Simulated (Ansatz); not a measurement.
Cost and result for the atomization energy of C2H7InOSi (12 atoms, 12 bonds).

```xyz
12

C    -1.4180    2.2836   -0.5025
In   -0.4604    0.4612    0.0077
C    -0.0283   -1.4564    0.9179
Si    1.5550   -1.4280   -0.1179
O     1.3583    0.0075   -0.8802
H    -1.4152    2.3815   -1.5886
H    -2.4405    2.3195   -0.1302
H    -0.8468    3.1090   -0.0753
H    -0.7716   -2.2184    0.6766
H     0.0799   -1.3977    2.0023
H     2.7722   -1.4732    0.7455
H     1.6154   -2.5886   -1.0553
```

Charge 0, multiplicity 1. Correlated methods include outer-core shells of In, which these sets cover unevenly. In: def2 effective core potential. The geometry is a stationary point of PBE0-D4/def2-TZVP. Program: Ansatz. All runs use 2 threads of an AMD EPYC 7R13 on a shared host and a share of an NVIDIA H100 80 GB. Times are those of one run each, without the atoms' runs, and a repeat can differ threefold. Electronic energies, without spin–orbit coupling; frozen cores. CCSD(T)/CBS adds CCSD(T) − MP2 in def2-TZVPP to the MP2 limit, and its time is that of the two runs behind it. T1 = 0.015. With those shells the extrapolation isn't a true limit. B3LYP takes the VWN-RPA correlation (the form of Gaussian; ORCA's B3LYP/G).

CCSD(T)/CBS is a level of theory with its own doubt, some kJ/mol a heavy atom from the limit and from the frozen cores, so smaller differences don't rank the functionals.

| level | functions | wall time |
| --- | --- | --- |
| B2PLYP/def2-TZVPP | 283 | 2.6 s |
| PBE0-D4/def2-TZVPP | 283 | 2.8 s |
| r2SCAN-D4/def2-TZVPP (with forces) | 283 | 3.2 s |
| PBE-D4/def2-TZVPP (with forces) | 283 | 3.3 s |
| B3LYP-D4/def2-TZVPP (with forces) | 283 | 4 s |
| ωB97M-V/def2-TZVPP (with forces) | 283 | 5 s |
| ωB97X-V/def2-TZVPP | 283 | 5.5 s |
| CCSD(T)/def2-TZVPP | 283 | 5.5 s |
| MP2/def2-QZVPP | 533 | 6 s |
| CCSD(T)/CBS(def2) | – | 12 s |

(1) What atomization energy does each give, and how far from CCSD(T)/CBS? (Estimate.)

Results:

(1) Ansatz gave: 
```json
{"level": "B2PLYP/def2-TZVPP", "atomization (kJ/mol)": "4167.1", "difference from CCSD(T)/CBS": "-81.7", "per bond": "-6.8"}
{"level": "PBE0-D4/def2-TZVPP", "atomization (kJ/mol)": "4204.7", "difference from CCSD(T)/CBS": "-44.1", "per bond": "-3.7"}
{"level": "r2SCAN-D4/def2-TZVPP (with forces)", "atomization (kJ/mol)": "4236.2", "difference from CCSD(T)/CBS": "-12.6", "per bond": "-1.1"}
{"level": "PBE-D4/def2-TZVPP (with forces)", "atomization (kJ/mol)": "4262.6", "difference from CCSD(T)/CBS": "13.8", "per bond": "1.2"}
{"level": "B3LYP-D4/def2-TZVPP (with forces)", "atomization (kJ/mol)": "4192.5", "difference from CCSD(T)/CBS": "-56.3", "per bond": "-4.7"}
{"level": "ωB97M-V/def2-TZVPP (with forces)", "atomization (kJ/mol)": "4231.6", "difference from CCSD(T)/CBS": "-17.2", "per bond": "-1.4"}
{"level": "ωB97X-V/def2-TZVPP", "atomization (kJ/mol)": "4240.7", "difference from CCSD(T)/CBS": "-8.1", "per bond": "-0.7"}
{"level": "CCSD(T)/def2-TZVPP", "atomization (kJ/mol)": "4135.1", "difference from CCSD(T)/CBS": "-113.7", "per bond": "-9.5"}
{"level": "MP2/def2-QZVPP", "atomization (kJ/mol)": "4261.6", "difference from CCSD(T)/CBS": "12.8", "per bond": "1.1"}
{"level": "CCSD(T)/CBS(def2)", "atomization (kJ/mol)": "4248.8", "difference from CCSD(T)/CBS": "0.0", "per bond": "0.0"}
```

In def2-TZVPP, CCSD(T) changes the Hartree–Fock value by +1060.6 kJ/mol (the triples alone add +66.1 kJ/mol) and MP2 by +1118.7 kJ/mol; breaking electron pairs costs correlation energy, which Hartree–Fock lacks. The D4 term adds +42.1 kJ/mol with B3LYP and +22.0 kJ/mol with PBE0; it sums over pairs of atoms, weighted by their polarisabilities, and B3LYP, whose exchange is more repulsive, gets the larger term. From PBE to PBE0 (25 % exact exchange), in def2-TZVPP and without D4, the atomization energy moves by −54.0 kJ/mol: exact exchange takes away binding that semilocal exchange gives to molecules.

Spin–orbit coupling would lower the free In atoms strongly, and the atomization energy with them, by more than many differences here.
